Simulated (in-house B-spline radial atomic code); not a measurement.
Checks on a self-consistent run for Ta⁺, [Xe] 4f14 (5d3/2)3 (7g7/2)1. Level of theory: Dirac-Hartree-Fock, average of the jj configuration, Fermi nucleus of rms radius 5.3507 fm; calculated with a radial B-spline atomic code at the basis-set limit.

```
orbital  q       ε (Eh)      <1/r>         <r²>  small-component weight
  1s1/2  2  -2493.58627    85.3935  0.000478691                0.075589
  2s1/2  2   -433.77919    20.7559    0.0073091                0.017111
  2p1/2  2   -413.65325    20.6787   0.00524618                0.017132
  2p3/2  4   -366.87047    17.4888   0.00644458                0.015521
  3s1/2  2   -101.98276    7.63145    0.0476445                0.005636
  3p1/2  2    -93.07348    7.53269    0.0439129               0.0055629
  3p3/2  4    -82.84234    6.71429    0.0504544               0.0051104
  3d3/2  4    -68.01108    6.58758    0.0393505               0.0049668
  3d5/2  6    -65.79974    6.39219    0.0411622               0.0048381
  4s1/2  2    -22.35450    3.17608     0.238022               0.0018124
  4p1/2  2    -18.64620    3.06362     0.246808                0.001723
  4p3/2  4    -16.26131    2.79318     0.280884               0.0015647
  4d3/2  4    -10.16205    2.57134     0.310112               0.0013675
  4d5/2  6     -9.70277    2.50109     0.323969               0.0013187
  4f5/2  6     -2.03935    2.02794     0.492429              0.00091665
  4f7/2  8     -1.95201    2.00756     0.497148              0.00090252
  5s1/2  2     -3.70611    1.18956      1.41118              0.00036894
  5p1/2  2     -2.59045     1.0611      1.75144              0.00030014
  5p3/2  4     -2.15803   0.978253      1.99854              0.00026498
  5d3/2  3     -0.81769    0.66044      4.45463              0.00012292
  7g7/2  1     -0.04083  0.0408813      1137.82              1.0902e-06
```

Electron-electron repulsion V_ee = 5780.6000 hartree.

What total energy follows from the eigenvalues?

The eigenvalues count the repulsion twice, so E = Σqε - V_ee = -9835.327 - 5780.600 = -15615.927 hartree; the run printed -15615.927.

Does the Dirac virial theorem hold?

For a point nucleus E = -2c²Σq·w, with w the small-component weight. Here Σq·w = 0.41568 and c = 137.0360, so the ratio E/(-2c²Σq·w) is 1.000246; the finite nucleus accounts for the departure from 1.

What diamagnetic shielding (Lamb formula) and susceptibility (Langevin formula) do the radii give?

σ = (α²/3)Σq<1/r> = 533.109/(3·137.036²) = 9462.9 ppm, and χ = -0.79199×10⁻⁶·Σq<r²> = -933.4×10⁻⁶ cm³/mol with Σq<r²> = 1178.6 bohr². Both are non-relativistic formulas without the paramagnetism of open shells; for so heavy an element the full relativistic shielding is larger by tens of per cent.
